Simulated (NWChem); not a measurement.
C₄H₅FO; SMILES C(CC(=C)F)=O

```xyz
11

C     -1.0838    -1.8153     0.3199
C     -0.1146    -0.9994    -0.0820
F      1.1709    -1.3499     0.0699
C     -0.2471     0.3510    -0.6992
C      0.3373     1.4565     0.1583
O     -0.1548     2.5446     0.2641
H     -2.1276    -1.5240     0.2056
H     -0.8444    -2.7837     0.7619
H     -1.2920     0.5957    -0.9305
H      0.3244     0.3571    -1.6471
H      1.2889     1.1908     0.6854
```
Atoms are numbered in this order, from 1.

Program: NWChem. Pople sets run with spherical d functions. All runs use the structure optimised with PBE0/def2-SVP. B3LYP is NWChem's, with the RPA form of VWN correlation. Ions are spin-unrestricted doublets at the neutral geometry; other ion states weren't tried.

**Question.** Predict the results for B3LYP/6-31G*. Quantities: vertical ionisation energy, ΔSCF (eV); −ε(HOMO) (eV).

**Answer.** 
| Property | Result |
|---|---|
| vertical ionisation energy, ΔSCF (eV) | 9.15 |
| −ε(HOMO) (eV) | 6.80 |
